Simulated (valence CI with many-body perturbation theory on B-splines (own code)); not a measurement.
Results of a calculation; reference values are marked as such.
# Tc³⁶⁺: what each term of the Hamiltonian does

Level of theory: relativistic CI+MBPT: five valence electrons over a frozen Dirac-Fock core [He], a basis of 9 s, 9 p, 8 d, 6 f, 3 g, 1 h functions for each j, with the one-electron correlation potential Σ1, the two-electron term Σ2, the three-electron term Σ3, Breit, model QED; selected CI, second order for the rest (own B-spline code, finite nucleus).

The last digits are not significant, and no measured levels were compared; by estimate large intervals hold to a few tenths of a per cent, small ones and those within an open d or f shell to about a per cent. Among the levels kept, up to 1900 cm⁻¹ of a level comes from second order outside the variational space, and about a tenth of that is noise between levels of different J, which matters for small intervals.

Each rung adds one term. CI alone is the Dirac-Coulomb CI over the frozen core; QED comes last and gives the full result, which names the levels. Energies are above (2s^2 2p1/2^2 2p3/2) J=3/2 on the same rung, in eV.

Levels are named by their leading jj configuration (3d3/2^4 stands for four electrons in 3d with j = 3/2), which in mixed levels can hold well under half, so a name can repeat and another be missing. Letters in brackets count levels of one name in rising energy.

```tsv
Level	CI alone
(2s^2 2p1/2 2p3/2^2) J=3/2	112.2
(2s^2 2p1/2 2p3/2^2) J=5/2	130.2
(2s^2 2p1/2 2p3/2^2) J=1/2	149.9
(2s^2 2p3/2^3) J=3/2	263.4
(2s 2p1/2^2 2p3/2^2) J=5/2	273.6
(2s 2p1/2^2 2p3/2^2) J=1/2	320.4
(2s 2p1/2^2 2p3/2^2) J=3/2	322.5
(2s 2p1/2 2p3/2^3) J=3/2 [a]	404.5
(2s 2p1/2 2p3/2^3) J=5/2	430.3
(2s 2p1/2 2p3/2^3) J=1/2	453.2
(2s 2p1/2 2p3/2^3) J=3/2 [b]	466.3
(2s 2p3/2^4) J=1/2	583.5
(2p1/2^2 2p3/2^3) J=3/2	643.6
(2p1/2 2p3/2^4) J=1/2	771.0
(2s^2 2p1/2^2 3s) J=1/2	2795.2
(2s^2 2p1/2^2 3p1/2) J=1/2	2843.7
```

What do these energies become with core correlation, Breit and QED?

(2s^2 2p1/2 2p3/2^2) J=3/2 110.4 (-1.75); (2s^2 2p1/2 2p3/2^2) J=5/2 126.7 (-3.57); (2s^2 2p1/2 2p3/2^2) J=1/2 148.5 (-1.40); (2s^2 2p3/2^3) J=3/2 259.4 (-3.97); (2s 2p1/2^2 2p3/2^2) J=5/2 270.1 (-3.48); (2s 2p1/2^2 2p3/2^2) J=1/2 318.3 (-2.04); (2s 2p1/2^2 2p3/2^2) J=3/2 319.3 (-3.25); (2s 2p1/2 2p3/2^3) J=3/2 [a] 400.2 (-4.31); (2s 2p1/2 2p3/2^3) J=5/2 424.2 (-6.06); (2s 2p1/2 2p3/2^3) J=1/2 448.7 (-4.48); (2s 2p1/2 2p3/2^3) J=3/2 [b] 460.7 (-5.68); (2s 2p3/2^4) J=1/2 577.2 (-6.31); (2p1/2^2 2p3/2^3) J=3/2 638.0 (-5.66); (2p1/2 2p3/2^4) J=1/2 763.4 (-7.67); (2s^2 2p1/2^2 3s) J=1/2 2794.2 (-1.01); (2s^2 2p1/2^2 3p1/2) J=1/2 2842.7 (-1.01).

How does the ionisation energy move along the ladder, and which term matters most?

CI alone 5058.7, + Σ1 5059.0, + Σ2 5059.1, + Σ3 5059.0, + Breit 5056.3, + QED 5056.2 eV. The largest step is Breit, -2.6 eV. NIST lists 5060 ± 40 eV (semi-empirical).
